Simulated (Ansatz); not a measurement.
C2H5GaO at its PBE0-D4/def2-TZVP geometry, where that method's forces vanish. The species carries charge 0 and has multiplicity 1. The bonds changed during the relaxation, so this is another structure than the one it started from.

```
atom   x (Å)   y (Å)   z (Å)
  C1   0.184  -0.248  -0.949
 Ga2   1.074   1.973   1.970
  C3  -0.470  -0.282   0.417
  O4   0.067   0.664   1.285
  H5   0.054   0.733  -1.413
  H6  -0.258  -1.000  -1.609
  H7   1.255  -0.451  -0.868
  H8  -0.355  -1.283   0.855
  H9  -1.549  -0.106   0.312
```

For each bond, give half the difference of the two atoms' forces along it (eV/Å; positive pushes the atoms apart) under PBE-D4, r2SCAN-D4, B3LYP-D4, ωB97M-V in def2-TZVPP. (Best estimate.)

Ansatz gave: 
```csv
bond,length (Å),PBE-D4,r2SCAN-D4,B3LYP-D4,ωB97M-V
C1–C3,1.515,-0.02,0.07,0.16,0.14
C1–H5,1.093,0.10,-0.04,-0.06,-0.07
C1–H6,1.094,0.09,-0.03,-0.06,-0.08
C1–H7,1.093,0.10,-0.04,-0.06,-0.07
Ga2–O4,1.788,0.22,-0.21,0.12,-0.04
C3–O4,1.392,0.17,0.33,0.17,0.24
C3–H8,1.099,0.08,-0.08,-0.13,-0.16
C3–H9,1.099,0.08,-0.08,-0.13,-0.16
```

B3LYP here is the variant with VWN-RPA as its local correlation; programs differ in this.
